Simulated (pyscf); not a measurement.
## titanium tetrachloride (Cl–Ti(Cl)(Cl)–Cl), singlet

Gas-phase minimum from PySCF at ωB97X-D3(BJ)/def2-SVP, one conformer. 

```xyz
5

Cl     2.1074    -0.9278    -1.1476
Ti     0.2654    -0.1001    -0.4243
Cl     0.0137     1.8788    -1.2123
Cl    -1.3703    -1.3343    -1.0580
Cl     0.3100    -0.0163     1.7186
```

Bond lengths (Å): Cl1–Ti2 2.145, Ti2–Cl3 2.145, Ti2–Cl4 2.145, Ti2–Cl5 2.145. Angles (°): Cl1–Ti2–Cl3 109.4, Cl1–Ti2–Cl4 109.5, Cl1–Ti2–Cl5 109.5, Cl3–Ti2–Cl4 109.4, Cl3–Ti2–Cl5 109.5, Cl4–Ti2–Cl5 109.5.

Properties at ωB97X-D3(BJ)/def2-SVP:

```yaml
harmonic_wavenumbers_unscaled: 119, 119, 137, 137, 137, 406, 525, 525, 525 cm⁻¹
zero_point_energy: 3.8 kcal/mol
rotational_symmetry_number: 12
Entropy of this conformer at 298 K and 1 atm, rigid rotor and harmonic oscillator, modes under 100 cm⁻¹ raised to 100: 351.0 J/(mol K)
dipole_moment: 0.00 D
```

Single-point totals, which compare only within one level:

```
level                   total energy (hartree)
----------------------  ----------------------
ωB97X-D3(BJ)/def2-TZVP             -2690.59510
PBE/def2-TZVP                      -2689.64759
r²SCAN/def2-TZVP                   -2690.46929
B3LYP-D3(BJ)/def2-TZVP             -2690.69036
PBE0-D3(BJ)/def2-TZVP              -2689.79836
M06-2X/def2-TZVP                   -2690.48396
ωB97M-D3(BJ)/def2-TZVP             -2690.81781
```
